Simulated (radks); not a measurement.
All-electron atom: Zn I in [Ar] 3d10 4s2.

All-electron calculation, scalar-relativistic Kohn-Sham, PBE, spin-unpolarised, spherical densities, finite nucleus; Fermi nuclear charge, rms radius 3.9283 fm. Program: a radial shooting solver on a logarithmic mesh with Libxc functionals.

Energy parts (hartree):
part                       energy
total                 -1796.00997
kinetic                1824.58731
electron-nucleus      -4327.83891
Hartree                 778.75268
exchange-correlation    -71.51104

Orbitals (lengths in bohr, moments of r in powers of bohr; <r^-3> diverges for s and p1/2; r(max) is where P^2 peaks):
orbital  occ.  eigenvalue (hartree)       <r^4>  <r^-3>   r(max)     <r^2>
1s          2             -350.0607  0.00002983       -  0.03291  0.003405
2s          2             -42.56757    0.006327       -   0.1893   0.06036
2p          6             -36.89740    0.004690   794.7   0.1521   0.04820
3s          2              -4.74915      0.4693       -   0.5880    0.5360
3p          6              -3.06499      0.6436   102.8   0.5922    0.6015
3d         10              -0.37266       4.049   9.448   0.5663     1.132
4s          2              -0.21972       125.0       -    2.091     8.293

The highest occupied level is 4s at -5.979 eV. The density falls to 0.001 e/bohr^3 at r = 4.19 bohr.
